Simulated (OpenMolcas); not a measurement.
Os2+ (d6) among equal point charges was computed by CASSCF with the d shell active (OpenMolcas, ANO-RCC-VDZP on the metal). Its lowest spin-free states, and all those of the highest spin:

```tsv
2S+1	Degeneracy	E (cm-1)
5	2	0.0
5	1	1312
5	2	5154
3	2	13484
3	1	13517
3	1	14916
3	2	15360
3	1	15691
3	2	17077
3	1	17857
1	1	18028
3	2	18113
```

Task: Is the site octahedral, tetrahedral or cube-like, axial, or of lower symmetry?

Result: The states with 2S+1 = 5 have orbital degeneracies 2, 1, 2. There are pairs but no triples, so the site is axial: not cubic, but with a proper or improper axis of order three or more. The run had Os2+ among 6 point charges of -0.5 e arranged as a trigonal antiprism (D3d), 2.04 Å from the ion, with a polar angle of 47.6° against the regular 54.74°.

An orbital doublet at a regular site is open to a Jahn-Teller distortion, which this geometry leaves out. Without dynamic correlation the repulsion within the d shell is too large (B by tens of per cent), so at a given field states of lower spin stand too high. Point charges give a weaker field than real ligands, and real ions of this kind are as a rule low spin; the high spin found here belongs to the model. Point charges carry no covalency, so the field is a model and not that of real ligands. No measured value stands beside these numbers.
